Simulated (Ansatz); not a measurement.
Consider the atomization: `C1[O][Zn][S]1` → C• + 2 H• + O• + S• + Zn (atom).

Gas-phase electronic energies from Ansatz, PBE0-D4/def2-TZVP geometries. CCSD(T)/CBS adds triple-zeta CCSD(T) − MP2 to the extrapolated MP2 energy (def2 sets, frozen cores). This one scheme is used for every species, atoms too. Functionals use def2-TZVPP. Open shells (•) are unrestricted, without spin–orbit coupling. Spin–orbit coupling would lower the free atoms: a little for C, O, S. For Zn outer-core shells are correlated without core-valence functions, so the limit isn't a true one: a few kJ/mol of doubt a bond, and 10 to 20 or more in all where bonds break to atoms. Scalar relativity is left out up to krypton.

```csv
level,ΔE (eV)
BHLYP-D4,17.64
ωB97X-V,19.05
r2SCANh,18.95
BHLYP,17.46
LC-ωPBE,19.00
MP2/def2-SVP,17.99
CCSD(T)/def2-TZVPP,18.25
CCSD/CBS(def2),18.43
```

(1) What does CCSD(T)/CBS give? (An estimate is asked.)

Largest T1 diagnostic among the species: 0.020, so the coupled-cluster value is less sure than usual.

Results:

(1) The calculation gave: +19.00 eV. The listed levels differ from it by -1.36, 0.05, -0.05, -1.54, 0.00, -1.01, -0.75, -0.57 eV.

The D4 term adds +0.24 eV with B3LYP and +0.12 eV with PBE0; it sums over pairs of atoms, weighted by their polarisabilities, and B3LYP, whose exchange is more repulsive, gets the larger term. From BLYP to BHLYP (50 % exact exchange), in def2-TZVPP and without D4, ΔE moves by −0.99 eV: exact exchange takes away binding that semilocal exchange gives to molecules. Leaving LDA and LC-ωPBE aside and taking each functional with its dispersion term where it has one, the values, not all of them listed here, spread over 2.11 eV, from BHLYP-D4 to PBE-D4. LDA lies +3.36 eV from PBE without D4, its usual overbinding.

B3LYP here is the variant with VWN-RPA as its local correlation; programs differ in this.

For atomizations the MP2-based limit and the directly extrapolated one differ by several kJ/mol either way, and by 10 to 25 for some Ge, Se and Sn compounds, so smaller differences from it don't rank the levels.
